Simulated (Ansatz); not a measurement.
Relaxation of ClH$_{3}$O$_{3}$Si (8 atoms, charge 0, multiplicity 1), to a largest force component of 0.02 eV/Å in at most 40 steps.

Theory: Ansatz 0.2.0, RKS PBE-D4/STO-3G.

```xyz
8
Properties=species:S:1:pos:R:3
Si 0.000 0.000 0.000
Cl 0.000 0.000 2.130
O 1.584 0.000 -0.559
H 1.901 -0.952 -0.676
O -0.791 1.371 -0.559
H -1.749 1.140 -0.782
O -0.791 -1.371 -0.559
H -1.246 -1.837 0.213
```

Q: Where does it end, and by what steps?

A: The forces met the threshold. Limits of this set-up: minimal basis. After 6 steps the energy has fallen by 0.250 eV; H6 moved furthest, 0.32 Å.

| step | energy less start (eV) | largest force component (eV/Å) | accepted |
| --- | --- | --- | --- |
| 0 | 0.0000 | 1.633 | yes |
| 1 | -0.1459 | 0.790 | yes |
| 2 | -0.1688 | 1.610 | yes |
| 3 | -0.2308 | 0.333 | yes |
| 4 | -0.2478 | 0.164 | yes |
| 5 | -0.2501 | 0.026 | yes |
| 6 | -0.2503 | 0.012 | yes |

```xyz
8
Properties=species:S:1:pos:R:3
Si -0.044 -0.052 -0.116
Cl -0.105 -0.092 2.050
O 1.545 0.038 -0.721
H 1.967 -0.863 -0.450
O -0.706 1.378 -0.761
H -1.708 1.320 -0.520
O -0.883 -1.474 -0.587
H -1.158 -1.904 0.311
```

Whether the end is a true minimum wasn't checked by a vibrational analysis.

Time of the run: 14 s on 1 thread of Arm Neoverse V2, on a shared host, peak memory 0.12 GiB.
